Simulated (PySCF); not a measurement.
Dipole moment and polarisability across levels of theory

Species: CH7BClNSi.
Bonds: N1–B2, B2–C3, C3–Si4, Si4–Cl5. Hydrogens: H6, H7 on N1; H8 on B2; H9, H10 on C3; H11, H12 on Si4.

PySCF, dipoles from the SCF density, polarisabilities from static response with core orbitals frozen. The structure is a single PBE0-D3(BJ)/def2-SVP conformer in the gas phase; no vibrational or solvent corrections.

The anisotropy is √(½[(α1 − α2)² + (α2 − α3)² + (α3 − α1)²]).

```
              level  μ (D)  α (au)  anisotropy (au)
      LDA/def2-SVPD  3.039   80.41            15.85
      PBE/def2-SVPD  3.004   79.06            15.49
    B3LYP/def2-SVPD  2.979   76.33            13.82
     PBE0/def2-SVPD  3.016   75.64            13.78
BHandHLYP/def2-SVPD  2.984   73.04            12.25
CAM-B3LYP/def2-SVPD  3.005   74.99            12.93
  wB97X-D/def2-SVPD  3.006   74.84            12.89
  LC-wPBE/def2-SVPD  3.059   73.10            12.38
       HF/def2-SVPD  2.984   69.51            10.36
        PBE0/6-31G*  3.472   58.98            13.54
       PBE0/6-31+G*  3.268   67.51            12.86
      PBE0/def2-SVP  3.103   61.68            12.73
   PBE0/aug-cc-pVDZ  2.983   76.64            14.09
     PBE0/def2-TZVP  2.917   71.06            13.69
    PBE0/def2-TZVPD  2.904   76.70            14.01
```

The dipole runs from 2.90 D (PBE0/def2-TZVPD) to 3.47 D (PBE0/6-31G*). No reference polarisability is at hand; against PBE0 in the largest diffuse basis at hand (def2-TZVPD) the other PBE0 rows deviate by 6-31G* -23%, 6-31+G* -12%, def2-SVP -20%, def2-SVPD -1%, aug-cc-pVDZ 0%, def2-TZVP -7%. In one basis (def2-SVPD) the functionals order the polarisability from HF (lowest) to LDA (highest), a spread of 16%. With PBE0 the polarisability is 63.91 au without diffuse functions (mean of 6-31G*, def2-SVP and def2-TZVP) and 74.12 au with them (mean of 6-31+G*, def2-SVPD, aug-cc-pVDZ and def2-TZVPD).

Without π bonds the low states are Rydberg-like; a valence basis with one diffuse set may place them up to an eV too high.
